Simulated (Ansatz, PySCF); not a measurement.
CH3FSn (SMILES [CH3][Sn][F]), singlet, at a GFN2-xTB geometry (such geometries of metal compounds can be far from the true shape) (all electrons, no relativity), with bond 4-3 at 1.4 times its length. Base run: CASSCF(6,5)/STO-3G (PySCF).

PySCF was given this input:
```python
from pyscf import gto, scf, mcscf
import numpy

mol = gto.Mole()
mol.atom = '''
    Sn    0.003081   -0.069996    0.398942
    F    -0.516164   -1.359070   -1.124694
    C     0.471506    1.652998   -1.002872
    H     0.552152    3.023010   -0.325784
    H    -0.293609    1.704877   -1.781821
    H     1.426914    1.476962   -1.506551
'''
mol.basis = 'sto-3g'
mol.charge = 0
mol.spin = 0
mol.verbose = 4
mol.build()

mf = scf.RHF(mol)
mf.kernel()
mc = mcscf.CASSCF(mf, 5, 6)
mc.fix_spin_(ss=0.0)
mc.kernel()
occ = numpy.linalg.eigvalsh(mc.fcisolver.make_rdm1(mc.ci, mc.ncas, mc.nelecas))[::-1]
ss = mc.fcisolver.spin_square(mc.ci, mc.ncas, mc.nelecas)[0]
print('natural occupations', occ.round(4), ' <S^2>', round(ss, 4))
```

Programs used: Ansatz (a program for electronic structure), PySCF; a row that names a program was run with it.

Variants of this job, named by their change:

| change | ΔE vs base (kcal/mol) | natural occupations | <S^2> of the state |
|---|---|---|---|
| base | 0.000 | 1.96 1.96 1.92 0.08 0.08 | 0.00 |
| code = ansatz; correction = SC-NEVPT2, all electrons | -53.18 | - | - |
| active space = 6 electrons, 7 orbitals | -2.91 | 1.96 1.95 1.92 0.08 0.05 0.03 0.00 | 0.00 |
| state_average = 2 states | 3.27 | - | - |
| code = ansatz | -7.34 | - | - |
| orbitals = fixed (CASCI); correction = SC-NEVPT2 | -49.75 | 1.99 1.98 1.94 0.05 0.04 | 0.00 |
| solver = newton | 0.000 | 1.96 1.96 1.92 0.08 0.08 | 0.00 |
| active space = 4 electrons, 6 orbitals | 7.87 | 1.96 1.93 0.07 0.03 0.00 0.00 | 0.00 |
| active space = 8 electrons, 7 orbitals | -11.32 | 1.97 1.96 1.95 1.91 0.08 0.08 0.04 | 0.00 |
| conv_tol = 1e-5 | 0.000 | 1.96 1.96 1.92 0.08 0.08 | 0.00 |
| fix_spin_ = off | 0.000 | 1.96 1.96 1.92 0.08 0.08 | 0.00 |

Active orbitals are taken around the Fermi level unless the row says otherwise; CASSCF can end in different local minima, and two programs can end on different orbitals. State-averaged rows give the lowest state.

Ansatz warned in this series: other orbitals give a lower active-space energy.
